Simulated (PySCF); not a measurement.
Computed structure and properties of [Pm(H2O)]3+

System: [Pm(H2O)]3+ (singlet in the valence; each metal's 4f electrons, 4 of them, lie in its core potential, out of spins and levels); start: template (C2v). Method: PySCF 2.14.0, RKS PBE0, Pm lcecp-1-SVP with ECP50, O def2-SVP, H def2-SVP; non-relativistic Hamiltonian with scalar-relativistic core potentials where named; density fitting; no spin-orbit coupling.

Input of the relaxation:

```python
mol = gto.M(atom='''
Pm     0.00000     0.00000    -0.28477
O      0.00000     0.00000     2.22523
H      0.77000    -0.00000     2.81523
H     -0.77000     0.00000     2.81523''',
    basis={'Pm': 'lcecp-1-SVP', 'O': 'def2-SVP', 'H': 'def2-SVP'},
    ecp={'Pm': 'lcecp-1-SVP'},
    charge=3, spin=0)
mf = dft.RKS(mol, xc='PBE0')
mf.grids.atom_grid = (50, 194)  # f atoms: unpruned, at least (60, 302)
mf = mf.density_fit()  # fitting sets: Pm AutoAux, O def2-universal-JKFIT, H def2-universal-JKFIT
mf.conv_tol = 1e-08; mf.max_cycle = 55
mf.kernel(dm0)  # dm0: converged density of the start geometry
# quasi-Newton relaxation in Cartesian coordinates to a largest gradient under 0.00045 Eh/bohr, steps kept in the point group
```

Run from Python with OMP_NUM_THREADS=2; the lines above give its settings. Where DIIS fails, smearing, a level shift and second-order steps follow.
It took 6.8 s on 2 threads of Arm Neoverse V1, with other jobs on the host, from the converged density of the start.

Course of the relaxation:

```json
{"step": "0", "energy above end (eV)": "0.3101", "largest force component within the symmetry (eV/Å)": "3.018"}
{"step": "1", "energy above end (eV)": "0.1483", "largest force component within the symmetry (eV/Å)": "1.474"}
{"step": "2", "energy above end (eV)": "0.0174", "largest force component within the symmetry (eV/Å)": "1.246"}
{"step": "3", "energy above end (eV)": "0.0034", "largest force component within the symmetry (eV/Å)": "0.235"}
{"step": "4", "energy above end (eV)": "0.0002", "largest force component within the symmetry (eV/Å)": "0.055"}
{"step": "5", "energy above end (eV)": "0.0000", "largest force component within the symmetry (eV/Å)": "0.002"}
```

Relaxed geometry (C2v):

```xyz
4

Pm    0.0000    0.0000   -0.1064
O     0.0000    0.0000    2.1403
H     0.7784    0.0000    2.7685
H    -0.7784    0.0000    2.7685
```

| contact | Å |
| --- | --- |
| Pm1–O2 (H2O) | 2.247 |

On the finer grid (75, 302):

```
HOMO                                                          : -27.75 eV
LUMO                                                          : -20.38 eV
Dipole about the centre of mass                               : 2.77 D
Set of Mulliken populations of Pm1 outside the core potential : s 2.04, p 6.04, d 0.32, f 0.02
D3(BJ) dispersion energy (not in the energies)                : -0.067 eV
```

```json
{"atom": "Pm1", "Mulliken (e)": "2.58", "Löwdin (e)": "2.47", "spin (e)": "0.00"}
{"atom": "O2", "Mulliken (e)": "-0.31", "Löwdin (e)": "0.05", "spin (e)": "0.00"}
{"atom": "H3", "Mulliken (e)": "0.37", "Löwdin (e)": "0.24", "spin (e)": "0.00"}
{"atom": "H4", "Mulliken (e)": "0.37", "Löwdin (e)": "0.24", "spin (e)": "0.00"}
```

The 4f levels lie in the core potential and are missing. Their spin isn't counted.

On the grid (50, 194), as all that follows. Harmonic modes: a minimum; lowest 453 cm⁻¹ (negative: unstable), highest 3435 cm⁻¹, zero-point energy 0.643 eV.

Taking off one H2O (charge 0, singlet; the rest: singlet) in vacuum, both parts rigid, costs 4.85 eV; the small basis without counterpoise inflates it. Parting with an electron moved from the ligand to the metal can be far cheaper, even downhill.

Rigid scan of H2O along the line from its metal:

| distance to O2 (Å) | energy (eV) |
| --- | --- |
| 1.95 | 0.854 |
| 2.05 | 0.326 |
| 2.15 | 0.070 |
| 2.25 | 0.000 |
| 2.35 | 0.053 |
| 2.45 | 0.185 |
| 2.65 | 0.573 |

One start shape was tried, so this needn't be the lowest isomer.

An lcecp potential fixes the number of 4f electrons, so in runs with it no electron can move into or out of that shell.
